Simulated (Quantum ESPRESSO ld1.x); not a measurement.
The run below uses ld1.x (Quantum ESPRESSO 7.5).

```
 &input
    zed=33.0,
    iswitch=1,
    rel=1,
    dft='PBE',
    config='[Ar] 3d10 4s2 4p2 7p1',
    dx=0.01,
    rmax=200,
    verbosity='high',
    prefix='ld1',
    max_out_wfc=37,
    file_charge='ld1.rho',
 /
```

Output:

```
     Program LD1 v.7.5 starts

     --------------------------- All-electron run ----------------------------

     scalar relativistic calculation

     atomic number is 33.00
     dft =PBE   lsd =0 sic =0 latt =0  beta=0.20 tr2=1.0E-14
     Exchange-correlation= PBE
                           (   1   4   3   4   0   0   0)
     mesh =1681 r(mesh) = 201.03770 a.u. xmin = -8.00 dx = 0.01000
     1 Ry =  13.60569312 eV, c = 137.03599908

     n l     nl                  e(Ry)          e(Ha)          e(eV)
     1 0     1S 1( 2.00)    -862.001002076    -431.000501038 -11728.1211060
     2 0     2S 1( 2.00)    -109.900624320     -54.950312160  -1495.2741685
     2 1     2P 1( 6.00)     -96.443201084     -48.221600542  -1312.1765978
     3 0     3S 1( 2.00)     -14.610684526      -7.305342263   -198.7884900
     3 1     3P 1( 6.00)     -10.448543170      -5.224271585   -142.1596720
     3 2     3D 1(10.00)      -3.609498224      -1.804749112    -49.1097252
     4 0     4S 1( 2.00)      -1.622548341      -0.811274171    -22.0758948
     4 1     4P 1( 2.00)      -0.887092206      -0.443546103    -12.0695043
     7 1     7P 1( 1.00)      -0.037134423      -0.018567212     -0.5052396

     final scf error:  6.1E-15 reached in  51 iterations

     Etot =   -4521.001779 Ry,   -2260.500889 Ha,  -61511.362808 eV

     Ekin =    4608.106229 Ry,    2304.053115 Ha,   62696.479233 eV
     Encl =  -10878.006242 Ry,   -5439.003121 Ha, -148002.814724 eV
     Eh   =    1915.642194 Ry,     957.821097 Ha,   26063.639825 eV
     Exc  =    -166.743959 Ry,     -83.371980 Ha,   -2268.667141 eV

     normalization and overlap integrals

     s(1S/1S) =  1.000000  <r> =   0.0455  <r2> =    0.0028  r(max) =   0.0297
     s(1S/2S) = -0.005339
     s(1S/3S) = -0.002026
     s(1S/4S) = -0.000630
     s(2S/2S) =  1.000000  <r> =   0.2028  <r2> =    0.0485  r(max) =   0.1692
     s(2S/3S) = -0.001193
     s(2S/4S) = -0.000362
     s(2P/2P) =  1.000000  <r> =   0.1772  <r2> =    0.0385  r(max) =   0.1358
     s(2P/3P) = -0.000959
     s(2P/4P) = -0.000239
     s(2P/7P) = -0.000027
     s(3S/3S) =  1.000000  <r> =   0.5982  <r2> =    0.4125  r(max) =   0.5239
     s(3S/4S) = -0.000216
     s(3P/3P) =  1.000000  <r> =   0.6171  <r2> =    0.4475  r(max) =   0.5187
     s(3P/4P) = -0.000153
     s(3P/7P) = -0.000017
     s(3D/3D) =  1.000000  <r> =   0.6773  <r2> =    0.5797  r(max) =   0.4788
     s(4S/4S) =  1.000000  <r> =   1.8756  <r2> =    4.0247  r(max) =   1.5896
     s(4P/4P) =  1.000000  <r> =   2.3173  <r2> =    6.2335  r(max) =   1.9031
     s(4P/7P) = -0.000006
     s(7P/7P) =  1.000000  <r> =  27.1777  <r2> =  818.0681  r(max) =  29.4735

     ------------------------ End of All-electron run ------------------------
```

Run on one thread of a shared host, so times are rough (Intel(R) Xeon(R) Processor @ 2.60GHz): 0.66 s of CPU time, 0.76 s wall, 51 iterations on 1681 mesh points.
